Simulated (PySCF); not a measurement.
C6H4BrCl, SMILES c1cc(cc(Cl)c1)Br, GFN2-xTB optimised geometry.

```
12

Cl    -1.92    -2.43     0.00
C     -1.08    -0.92     0.00
C     -1.79     0.27     0.00
C     -1.11     1.47     0.00
C      0.28     1.49     0.00
C      0.97     0.29     0.00
Br     2.87     0.31     0.00
C      0.31    -0.92     0.00
H     -2.87     0.25     0.00
H     -1.66     2.40     0.00
H      0.81     2.43     0.00
H      0.86    -1.85     0.00
```

Density from CAM-B3LYP/def2-TZVP (PySCF) at that geometry.

Minimum of the electron density along straight lines between bonded atoms, close to the bond critical point (lines longer than 1.1 times the sum of covalent radii, or with two minima, are not listed):

```tsv
bond	length / Å	ρ at the minimum / e bohr⁻³	∇²ρ there / e bohr⁻⁵	position (fraction from the first atom)
Cl1–C2	1.726	0.210	-0.36	0.58
C2–C3	1.387	0.324	-0.97	0.52
C3–C4	1.384	0.324	-0.97	0.50
C4–C5	1.384	0.324	-0.97	0.50
C5–C6	1.385	0.325	-0.97	0.48
C6–Br7	1.902	0.167	-0.20	0.45
C2–C8	1.386	0.324	-0.97	0.51
C6–C8	1.384	0.324	-0.97	0.51
C3–H9	1.078	0.291	-1.06	0.65
C4–H10	1.079	0.290	-1.06	0.65
C5–H11	1.079	0.290	-1.06	0.65
C8–H12	1.079	0.291	-1.06	0.65
```
